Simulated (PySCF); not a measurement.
C4H4BFO, SMILES O=C(B(C#C)F)C.

Coordinates come from a B3LYP-D3(BJ)/def2-SVP optimisation. The structure was generated by enumeration, and PubChem lists no compound with its InChIKey, so it may never have been made. Other conformers were not sampled.

Computed with B3LYP/def2-TZVP (PySCF).

Gas-phase values at a fixed geometry.

Computed frontier levels, gap, dipole moment and polarisability:
| Property | Result |
|---|---|
| highest occupied level | -6.99 eV |
| lowest empty level | -2.16 eV |
| orbital gap | 4.83 eV |
| dipole moment | 3.17 D |
| quadrupole, principal values (traceless, Buckingham form, about the centre of nuclear charge) | -10.64, -1.74, 12.38 D·Å |
| mean static polarisability | 61.5 bohr³ (9.12 Å³) |
| polarisability, principal values | 50.7, 52.2, 81.6 bohr³ |
